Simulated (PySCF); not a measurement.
boroxine (B₃H₃O₃), SMILES B1OBOBO1.

Coordinates come from a PBE-D3(BJ)/def2-SVP optimisation.

These are PBE-D3(BJ)/def2-SVP in PySCF values and carry that method's errors.

Frequencies are harmonic and unscaled.

Modes within 1.5 cm⁻¹ of each other (mostly degenerate sets) share a row, with their intensities summed.

Computed normal modes with their intensities:
| mode | ν (cm⁻¹) | IR (km/mol) | moving atoms (share of kinetic energy) |
|---|---|---|---|
| 1–2 | 204 | 0.0 | O 45 %, H 31 %, B 24 % |
| 3 | 392 | 0.2 | H 51 %, O 30 %, B 20 % |
| 4–5 | 520 | 25.8 | O 67 %, B 30 % |
| 6 | 783 | 0.0 | O 97 % |
| 7 | 881 | 119.3 | H 46 %, B 41 %, O 13 % |
| 8–9 | 887 | 0.0 | H 57 %, B 40 % |
| 10–11 | 975 | 5.6 | H 66 %, B 28 % |
| 12 | 982 | 0.0 | B 88 %, H 10 % |
| 13 | 1083 | 0.0 | H 77 %, B 23 % |
| 14 | 1157 | 0.0 | O 47 %, B 41 %, H 12 % |
| 15–16 | 1196 | 66.5 | O 38 %, B 32 %, H 30 % |
| 17–18 | 1390 | 1400.4 | B 62 %, O 32 % |
| 19–20 | 2616 | 448.2 | H 91 %, B 9 % |
| 21 | 2631 | 0.0 | H 90 %, B 10 % |
